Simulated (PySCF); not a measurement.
## How methods differ on the excitation energy of Pd

Pd [Kr] 4d10 (1S) → Pd [Kr] 4d9 5p1 (high-spin determinant), as a difference of total energies. Calculation: PySCF 2.14, in aug-cc-pwCVDZ-PP with ECP28MDF (6s6p5d3f, 70 functions); scalar relativity through the core potential. Correlated levels: valence: 4s2 4p6 frozen; valence and next inner shell: nothing frozen outside the core potential. The calculations carry no spin-orbit coupling.

| method | excitation energy (cm⁻¹) |
| --- | --- |
| UHF | 23033 |
| LDA | 38319 |
| PBE | 35710 |
| PBE0 | 34117 |
| r2SCAN | 33626 |
| B97-3 | 35318 |
| r2SCANh | 33284 |
| CAM-B3LYP | 35153 |
| MP2 (valence) | 38469 |
| SCS-MP2 (valence) | 37364 |
| MP2 (valence and next inner shell) | 38972 |
| SCS-MP2 (valence and next inner shell) | 37295 |

The determinant of the upper state mixes LS terms, which raises its energy above the lowest term, most at the Hartree-Fock and MP2 levels.
